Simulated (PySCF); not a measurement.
C₃H₆F₃NSi.
Z-matrix (Å and degrees, PBE0-D3(BJ)/def2-SVP geometry), rows numbered from 1:
```
C 
C   1  1.3366
Si  2  1.8888  1  120.90
N   3  1.7303  2  107.17  1    20.97
C   2  1.4981  1  120.27  3  -179.55
F   5  1.3395  2  111.08  1  -111.52
F   5  1.3360  2  113.57  1     9.43
F   5  1.3418  2  110.59  1   130.13
H   1  1.0948  2  121.86  3   178.75
H   1  1.0940  2  120.07  3    -1.40
H   3  1.4966  2  107.62  1   146.72
H   3  1.4923  2  110.99  1   -94.80
H   4  1.0141  3  120.34  2    70.69
H   4  1.0131  3  118.74  2  -147.05
```

The closed-shell ground state was solved at several levels (PySCF, density fitting, gas phase, non-relativistic).

| level | basis functions | total energy (Eh) | HOMO (eV) | LUMO (eV) | gap (eV) | dipole (D) |
| --- | --- | --- | --- | --- | --- | --- |
| PBE0/pcSseg-1 | 173 | -761.0628 | -7.74 | -0.99 | 6.75 | 3.44 |
| wB97X-D/def2-SVPD | 221 | -761.1606 | -9.73 | 0.73 | 10.46 | 3.40 |

(1) Estimate the row for wB97X-D/pcSseg-1, a basis of 173 functions; the other rows only guide the guess.

(2) Over all these levels, which gives the widest orbital gap and which the narrowest?

(3) How far do the dipole and the HOMO energy spread over the levels?

Results:

(1) Total energy -761.5252 Eh, HOMO -9.66 eV, LUMO 0.83 eV, gap 10.49 eV, dipole 3.49 D.

(2) wB97X-D/pcSseg-1 (range-separated hybrid) has the widest, 10.49 eV, and PBE0/pcSseg-1 (global hybrid, 25 % exact exchange) the narrowest, 6.75 eV. The two share the basis. From the narrowest to the widest the HOMO moves by -1.92 eV and the LUMO by +1.82 eV.

(3) The dipole runs from 3.40 to 3.49 D (mean 3.44 D) and the HOMO from -9.73 to -7.74 eV.

One conformer stands for the species.

wB97X-D is run here without its empirical dispersion term; that term would change no orbital, density or response property at a fixed geometry.
